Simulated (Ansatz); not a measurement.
`[Cl][InH][Cl]` + `[F][Ti]([F])([Cl])[I]` → `[Cl][InH][I]` + `[F][Ti]([F])([Cl])[Cl]` at 400 K and 1 bar (redistribution).

Program: Ansatz. Geometries: PBE0-D4/def2-TZVP. ΔE: electronic, gas phase. CBS: MP2 limit from def2 TZ/QZ plus the TZ coupled-cluster correction, frozen cores. def2 core potentials past Kr. For I, In, Ti outer-core shells are correlated without core-valence functions, which leaves a few kJ/mol of doubt a bond. Scalar relativity is left out up to krypton.

```tsv
species	CCSD(T)/CBS energy (Eh)	H − E (kJ/mol)	S (J/(mol·K))
`[Cl][InH][Cl]`	-1110.06218	43.6	333.4
`[F][Ti]([F])([Cl])[I]`	-1805.98222	48.8	398.3
`[Cl][InH][I]`	-947.72945	43.1	358.7
`[F][Ti]([F])([Cl])[Cl]`	-1968.32938	49.4	371.8
```

H − E and S are ideal-gas, rigid-rotor, harmonic terms from PBE0-D4/def2-TZVP. 1 Eh = 2625.50 kJ/mol, R = 8.31446 J/(mol·K).

Q: By hand: ΔE, ΔH, ΔS and ΔG.

A: ΔE = (-947.72945) + (-1968.32938) − (-1110.06218) − (-1805.98222) = -0.01443 Eh = -37.9 kJ/mol. Δ(H − E) = 43.1 + 49.4 − 43.6 − 48.8 = 0.1, so ΔH = -37.8 kJ/mol. ΔS = 358.7 + 371.8 − 333.4 − 398.3 = -1.2 J/(mol·K). ΔG = -37.8 − 400 × (-1.2)/1000 = -37.3 kJ/mol.

Q: By hand: the equilibrium constant, and the temperature at which ΔG would vanish if ΔH and ΔS stayed fixed.

A: log₁₀ K = −ΔG/(RT ln 10) = 4.9. ΔG = 0 at ΔH/ΔS = 31500 K, far beyond where these terms or the molecules hold.

The number of gas molecules stays the same, so ΔS is small and ΔH decides. A doubt of 5 kJ/mol in ΔE shifts log₁₀ K by 0.7 here. These are equilibria of isolated gas molecules and say nothing of rates. Largest T1 diagnostic: 0.024 (customary marks: 0.02 for closed shells, 0.045 for open ones).
